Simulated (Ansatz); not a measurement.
Consider the ligand exchange at the Si–C bond: `CC[SiH2]S` + `C=N` → `C=N[SiH2]S` + `CC`.

Program: Ansatz. Geometries: PBE0-D4/def2-TZVP. ΔE: electronic, gas phase. CCSD(T)/CBS adds triple-zeta CCSD(T) − MP2 to the extrapolated MP2 energy (def2 sets, frozen cores). This one scheme is used for every species. DFT in def2-TZVPP. One conformer a species, not always the lowest.

```tsv
level	ΔE (kcal/mol)
B2PLYP	-12.3
MP2/def2-SVP	-10.9
```

What does CCSD(T)/CBS give? (Best estimate.)

Ansatz gave: -10.7 kcal/mol. The listed levels differ from it by -1.6, -0.2 kcal/mol.

Largest T1 diagnostic among the species: 0.013.

In def2-TZVPP, CCSD(T) changes the Hartree–Fock value by +3.3 kcal/mol (the triples alone add +0.2 kcal/mol) and MP2 by +2.4 kcal/mol. Leaving LDA and LC-ωPBE aside and taking each functional with its dispersion term where it has one, the values, not all of them listed here, spread over 2.3 kcal/mol, from BHLYP-D4 to PBE-D4.
